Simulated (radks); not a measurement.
The numbers below are computed, except where a source is named.
Question: Ionisation of neutral sulfur, [Ne] 3s2 3p4, to S+, [Ne] 3s2 3p3, under several functionals. Dirac Kohn-Sham, spin-unpolarised, spherical densities, finite nucleus; open shells fill j = l - 1/2 first; a radial shooting solver on a logarithmic mesh with Libxc functionals. Known Delta-SCF values: PBEsol 11.690 eV; exchange-only PBE 10.812 eV; B86b exchange with PBE correlation 11.747 eV. What does HCTH/407 give, and what is its highest occupied eigenvalue?

Answer: 11.951 eV by Delta-SCF; the 3p3/2 eigenvalue is -7.176 eV. NIST: 10.360 eV (measured).

Beside tabulated values, note that spin-unpolarised runs miss the spin-polarisation part of the exchange energy of open shells.
